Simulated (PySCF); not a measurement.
A structure optimised at PBE-D3(BJ)/def2-SVP, used in a PySCF frequency run:

```xyz
16

Au     0.1264    -5.1907     0.0000
S     -1.0580    -3.2568     0.0000
C      0.2321    -1.9396     0.0000
C     -0.4921    -0.5895     0.0000
C      0.4921     0.5895     0.0000
C     -0.2321     1.9396     0.0000
S      1.0580     3.2568     0.0000
Au    -0.1264     5.1907     0.0000
H      0.8723    -2.0365     0.8994
H      0.8723    -2.0365    -0.8994
H     -1.1548    -0.5258     0.8905
H     -1.1548    -0.5258    -0.8905
H      1.1548     0.5258     0.8905
H      1.1548     0.5258    -0.8905
H     -0.8723     2.0365    -0.8994
H     -0.8723     2.0365     0.8994
```

Question: Write its SMILES, formula and point group.

Answer: [Au][S]CCCC[S][Au], C4H8Au2S2, C2h

Question: What are its rotational constants (standard atomic weights)?

Answer: 5.0590, 0.044265, 0.043930 GHz
